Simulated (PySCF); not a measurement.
Ge(Cl)2(Br)(OH), HBrCl2GeO, SMILES [OH][Ge]([Cl])([Cl])[Br], singlet (PBE0/def2-SVP optimised geometry):

```
6

O      0.974    -0.578     0.000
Ge    -0.776    -0.578     0.000
Cl    -1.524    -1.549     1.752
Cl    -1.353     1.464     0.000
Br    -1.618    -1.647    -1.832
H      1.353    -1.464     0.064
```

Computed with PBE0/def2-TZVP (PySCF).

### Question
What are the frontier orbital energies and the dipole moment?

### Answer
HOMO-2 -9.62 eV, HOMO-1 -9.10 eV, HOMO -9.04 eV, LUMO -2.00 eV, LUMO+1 0.20 eV; dipole moment 1.56 D.

On the same geometry PySCF with PBE/def2-TZVP gives HOMO-2 -8.12 eV, HOMO-1 -7.72 eV, HOMO -7.66 eV, LUMO -2.94 eV, LUMO+1 -0.69 eV; dipole moment 1.52 D.

Meta-Löwdin charges at PBE0/def2-TZVP: O1 -0.70, Ge2 1.07, Cl3 -0.27, Cl4 -0.24, Br5 -0.22, H6 0.36.
